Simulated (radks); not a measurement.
Question: The table gives one normalised radial function P(r) = r R(r) of As4+ in [Ar] 3d10 4s1 (r in bohr). All-electron calculation, non-relativistic Kohn-Sham, PBE, spin-polarised, spherical densities, point nucleus; open shells are filled with parallel spins first. Program: a radial shooting solver on a logarithmic mesh with Libxc functionals.

| r | P |
|---|---|
| 0.004309 | 0.1699 |
| 0.004897 | 0.1893 |
| 0.005566 | 0.2102 |
| 0.006377 | 0.2341 |
| 0.007247 | 0.2581 |
| 0.008237 | 0.2832 |
| 0.009362 | 0.3092 |
| 0.01073 | 0.3371 |
| 0.01219 | 0.3630 |
| 0.01385 | 0.3876 |
| 0.01575 | 0.4098 |
| 0.01804 | 0.4289 |
| 0.0205 | 0.4410 |
| 0.0233 | 0.4453 |
| 0.02649 | 0.4393 |
| 0.0301 | 0.4205 |
| 0.03449 | 0.3837 |
| 0.0392 | 0.3307 |
| 0.04455 | 0.2579 |
| 0.05063 | 0.1642 |
| 0.05801 | 0.0424 |
| 0.06593 | -0.0908 |
| 0.07494 | -0.2367 |
| 0.08517 | -0.3875 |
| 0.09758 | -0.5404 |
| 0.1109 | -0.6624 |
| 0.126 | -0.7464 |
| 0.1433 | -0.7755 |
| 0.1641 | -0.7298 |
| 0.1865 | -0.6041 |
| 0.212 | -0.3968 |
| 0.241 | -0.1171 |
| 0.2761 | 0.2360 |
| 0.3138 | 0.5874 |
| 0.3566 | 0.9183 |
| 0.4053 | 1.1896 |
| 0.4606 | 1.3690 |
| 0.5278 | 1.4387 |
| 0.5998 | 1.3905 |
| 0.6817 | 1.2498 |
| 0.7748 | 1.0467 |
| 0.8877 | 0.8015 |
| 1.009 | 0.5772 |
| 1.147 | 0.3838 |
| 1.303 | 0.2342 |
| 1.493 | 0.1249 |
| 1.697 | 0.0620 |
| 1.929 | 0.0273 |
| 2.192 | 0.0105 |
| 2.511 | 0.0032 |
| 2.854 | 0.0009 |
| 3.244 | 0.0002 |
| 3.687 | 0.0000 |
| 4.224 | 0.0000 |
| 4.801 | 0.0000 |
| 5.457 | 0.0000 |

Which n and l does it have? It may be an empty orbital.

Answer: n = 3, l = 0: the number of nodes gives n - l - 1 = 2, the rise at small r (about r^(l+1)) gives l, and the extent must fit the shell. The curve is that of 3s down; the table hardly tells the two spins apart. 3s down: eigenvalue -233.81 eV, 2 radial nodes at r = 0.0605, 0.253 bohr, <r> = 0.608 bohr, 90 % of the charge inside 0.907 bohr.
